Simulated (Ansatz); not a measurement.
Relaxation of F3H6NW (11 atoms, charge 0, multiplicity 1), to a largest force component of 0.03 eV/Å in at most 50 steps.

All numbers below come from RHF/def2-SVP in Ansatz 0.2.0.

```xyz
11
Properties=species:S:1:pos:R:3:forces:R:3
W 0.160 -0.343 -0.320 1.35 -0.87 0.81
H -0.342 -0.549 2.551 -1.44 0.50 0.61
H 1.587 0.413 -0.715 0.06 0.02 0.06
H 0.639 0.958 0.598 0.08 -0.05 -0.07
F -1.466 0.541 -0.024 0.02 -0.06 -0.02
F -0.633 -2.009 0.107 0.01 -0.01 -0.02
F 0.025 -0.259 -2.158 -0.04 -0.01 -0.01
N 1.662 -1.331 0.591 -1.11 0.83 -1.24
H 1.472 -2.197 1.062 0.00 0.02 -0.02
H 2.593 -0.995 0.746 -0.02 0.00 -0.01
H 0.293 -0.776 2.324 1.10 -0.38 -0.09
```

Where does it end, and by what steps?

The forces met the threshold. The force dipped under the threshold on the way, but the program's further checks kept it going. After 25 steps the energy has fallen by 0.346 eV; H11 moved furthest, 1.57 Å.

| step | energy less start (eV) | largest force component (eV/Å) | accepted |
| --- | --- | --- | --- |
| 0 | 0.0000 | 1.441 | yes |
| 1 | -0.2101 | 0.339 | yes |
| 2 | -0.2790 | 0.165 | yes |
| 3 | -0.3110 | 0.238 | yes |
| 4 | -0.3293 | 0.159 | yes |
| 5 | -0.3359 | 0.111 | yes |
| 6 | -0.3390 | 0.107 | yes |
| 7 | -0.3406 | 0.117 | yes |
| 8 | -0.3415 | 0.077 | yes |
| 9 | -0.3420 | 0.059 | yes |
| 10 | -0.3423 | 0.049 | yes |
| 11 | -0.3426 | 0.128 | yes |
| 12 | -0.3430 | 0.081 | yes |
| 13 | -0.3437 | 0.028 | yes |
| 14 | -0.3437 | 0.113 | no |
| 15 | -0.3442 | 0.056 | yes |
| 16 | -0.3439 | 0.121 | no |
| 17 | -0.3445 | 0.013 | yes |
| 18 | -0.3446 | 0.037 | yes |
| 19 | -0.3450 | 0.057 | yes |
| 20 | -0.3450 | 0.098 | yes |
| 21 | -0.3453 | 0.055 | yes |
| 22 | -0.3456 | 0.028 | yes |
| 23 | -0.3458 | 0.110 | yes |
| 24 | -0.3460 | 0.047 | yes |
| 25 | -0.3461 | 0.011 | yes |

```xyz
11
Properties=species:S:1:pos:R:3
W 0.318 -0.401 -0.437
H -1.063 -0.269 3.155
H 1.672 0.447 -0.921
H 0.868 0.820 0.544
F -1.287 0.348 0.199
F -0.396 -2.097 0.032
F -0.070 -0.141 -2.225
N 1.881 -1.402 0.102
H 1.765 -2.296 0.548
H 2.828 -1.077 0.134
H -0.526 -0.478 3.631
```

Whether the end is a true minimum wasn't checked by a vibrational analysis.

Time of the run: 87 s on 2 threads of Arm Neoverse N1, with other jobs on the host, peak memory 0.26 GiB.
